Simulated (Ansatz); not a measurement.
Basis sets compared for the cluster Al₄N₄⁻. Charge -1, multiplicity 2. Geometry r2SCAN-D4/def2-SVPD. Ansatz on 4 threads of Arm Neoverse V2 on a shared host; times are rough, and most runs start from earlier orbitals.

```xyz
8

Al   -0.4093    1.5814   -1.1266
Al    0.4093   -1.5814    1.1266
Al    1.0051    1.1590    1.2617
Al   -1.0051   -1.1590   -1.2617
N    -1.2370    0.3706   -2.0883
N     0.5208    2.3966    0.1170
N     1.2364   -0.3704    2.0887
N    -0.5201   -2.3967   -0.1175
```

The structure comes from a short search, and lower isomers may exist.

```
            level  functions  energy (Eh)  HOMO (eV)  LUMO (eV)  wall time
 PBE-D4/def2-SVPD        176   -1187.6468      -0.23       0.27      4.2 s
PBE0-D4/def2-SVPD        176   -1187.6996      -0.57       0.95        6 s
```

(1) Estimate the rows for PBE-D4/def2-TZVPD (with forces), PBE0-D4/def2-TZVPD.

Results:

(1) 
```
                          level  functions  energy (Eh)  HOMO (eV)  LUMO (eV)  wall time
PBE-D4/def2-TZVPD (with forces)        320   -1188.2332      -0.29       0.22      9.5 s
             PBE0-D4/def2-TZVPD        320   -1188.2816      -0.63       0.90       23 s
```
